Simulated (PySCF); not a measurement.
PySCF job for BeI2, SMILES [I][Be][I], C-PCM-PBE0/def2-SVP. Geometry: B3LYP-D3(BJ)/def2-TZVP. The def2 effective core potentials stand for the cores of I; spin–orbit coupling is left out.

```python
import numpy as np
from pyscf import gto, scf, dft
from pyscf.solvent import pcm

mol = gto.M(
    atom='''
    Be    0.00000000    0.00000000    0.00000000
    I     0.00000000    0.00000000   -2.16550995
    I     0.00000000    0.00000000    2.16550995
    ''',
    basis='def2-SVP',
    ecp={'I': 'def2-svp'},
    charge=0,
    spin=0,
    max_memory=1600,
    verbose=3,
)
mf = dft.RKS(mol, xc='pbe0').density_fit(auxbasis='def2-universal-jkfit')
mf.grids.level = 3
mf.conv_tol = 1e-9
mf.max_cycle = 100
mf.kernel()
res = {}
for name, eps in {'water': 78.355, '2-propanol': 19.264, 'acetonitrile': 35.688}.items():
    s = mf.PCM()
    s.with_solvent.method, s.with_solvent.eps, s.with_solvent.lebedev_order = 'C-PCM', eps, 29
    s.kernel(mf.make_rdm1())
    res[name] = (s.e_tot, eps, s.dip_moment(), s.mo_energy, s.converged)
    print(f'{name}: electrostatic solvation free energy {(s.e_tot - mf.e_tot) * 627.509474:.3f} kcal/mol')
```

Log of the run:

```
converged SCF energy = -610.245947191335

WARN: PCM is an experimental feature. It is still in testing.
Features and APIs may be changed in the future.

converged SCF energy = -610.25198817793
Dipole moment(X, Y, Z, Debye): -0.00000,  0.00000,  0.00000
water: electrostatic solvation free energy -3.791 kcal/mol

WARN: PCM is an experimental feature. It is still in testing.
Features and APIs may be changed in the future.

converged SCF energy = -610.251697085266
Dipole moment(X, Y, Z, Debye):  0.00000,  0.00000,  0.00000
2-propanol: electrostatic solvation free energy -3.608 kcal/mol

WARN: PCM is an experimental feature. It is still in testing.
Features and APIs may be changed in the future.

converged SCF energy = -610.251874038018
Dipole moment(X, Y, Z, Debye): -0.00000,  0.00000, -0.00000
acetonitrile: electrostatic solvation free energy -3.719 kcal/mol
```

The run converged.
